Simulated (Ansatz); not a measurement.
Compare A (`C[Te][SiH2]N`) with its isomer B (`N[SiH2]C[TeH]`).

Gas-phase electronic energies from Ansatz, PBE0-D4/def2-TZVP geometries. CBS: MP2 limit from def2 TZ/QZ plus the TZ coupled-cluster correction, frozen cores. DFT in def2-TZVPP. B3LYP here is the variant with VWN-RPA as its local correlation; programs differ in this. Elements past krypton have def2 core potentials. For Te outer-core shells are correlated without core-valence functions, which leaves a few kJ/mol of doubt a bond. One conformer a species, not always the lowest.

A:

```xyz
11

C    -1.427    1.173    0.918
Te    0.312    0.366    1.891
Si    0.870   -1.142    0.002
N     0.996   -0.227   -1.443
H    -2.256    0.476    1.010
H    -1.668    2.112    1.412
H    -1.184    1.351   -0.127
H    -0.187   -2.151   -0.266
H     2.102   -1.847    0.461
H     0.792   -0.647   -2.335
H     1.649    0.536   -1.522
```

B:

Z-matrix (Å, degrees):
```
Si
C 1 1.874
N 1 1.716 2 116.1
H 1 1.484 2 107.4 3 -120.6
H 1 1.487 2 107.1 3 119.9
Te 2 2.149 1 110.3 3 -179.0
H 2 1.093 1 110.5 3 65.3
H 2 1.090 1 113.2 3 -56.9
H 3 1.006 1 121.8 2 75.5
H 3 1.006 1 121.7 2 -77.8
H 6 1.660 2 93.7 1 36.9
```

Q: Which is lower in electronic energy at CCSD(T)/CBS, and by how much? (Estimate.)

A: Ansatz gave: A, by 13.3 kcal/mol.

Q: Give E(B) − E(A) in kcal/mol with HF/def2-TZVPP, PBE-D4, LDA (SPW92), PBE0-D4, CCSD(T)/def2-TZVPP, B2PLYP, B3LYP. (An estimate is asked.)

A: The calculation gave: HF/def2-TZVPP 13.7, PBE-D4 14.4, LDA (SPW92) 12.8, PBE0-D4 14.5, CCSD(T)/def2-TZVPP 12.2, B2PLYP 13.5, B3LYP 13.7. None reverses the order clearly.

Q: Does the order hold for the free energy at 298.15 K (harmonic terms from PBE0-D4)? (An estimate is asked.)

A: Ansatz gave: Yes: G(B) − G(A) = +10.9 kcal/mol, for one conformer each.

Largest T1 diagnostic: 0.011.

Leaving LDA and LC-ωPBE aside and taking each functional with its dispersion term where it has one, the values, not all of them listed here, spread over 1.9 kcal/mol, from B97M-V to HSE06-D4. LDA lies −1.6 kcal/mol from PBE without D4.
